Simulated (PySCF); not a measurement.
**Worked example: dipole moment from atomic charges**

In(Br)2(OMe) (CH₃Br₂InO), SMILES C[O][In]([Br])[Br]. Atoms are numbered in the order given.

```xyz
8

In     0.0681    -0.1632    -0.2702
Br     1.4883     1.8229    -0.4963
Br    -1.4037    -0.5167     1.6805
O      0.0901    -1.5489    -1.6826
C     -0.7059    -2.7019    -1.6375
H     -1.4130    -2.7124    -2.4869
H     -0.0692    -3.6011    -1.7205
H     -1.3023    -2.8051    -0.7111
```

Geometry: PBE0-D3(BJ)/def2-SVP. The def2 effective core potentials stand for the cores of In; spin–orbit coupling is left out. Other conformers were not sampled.

Charges (e) from PySCF with CAM-B3LYP/def2-TZVP:

| atom | Mulliken | ESP fit |
|---|---|---|
| In1 | 0.904 | 0.728 |
| Br2 | -0.289 | -0.219 |
| Br3 | -0.304 | -0.237 |
| O4 | -0.478 | -0.471 |
| C5 | -0.179 | 0.177 |
| H6 | 0.116 | 0.018 |
| H7 | 0.117 | 0.021 |
| H8 | 0.113 | -0.016 |

The dipole moment of the full density is 1.10 D.

What dipole moment does each set of point charges give, and which comes closer to that of the density?


μ = Σ q r, and 1 e Å = 4.8032 D.
Mulliken: Σ q r = (-0.178, -0.346, -0.084) e Å, |μ| = 1.91 D.
ESP fit: Σ q r = (-0.117, -0.224, -0.053) e Å, |μ| = 1.24 D.
ESP fit comes closer in size. Point charges leave out the atoms' own dipoles (lone pairs, polarised bonds); fits to the potential absorb them, partitions of the density don't.
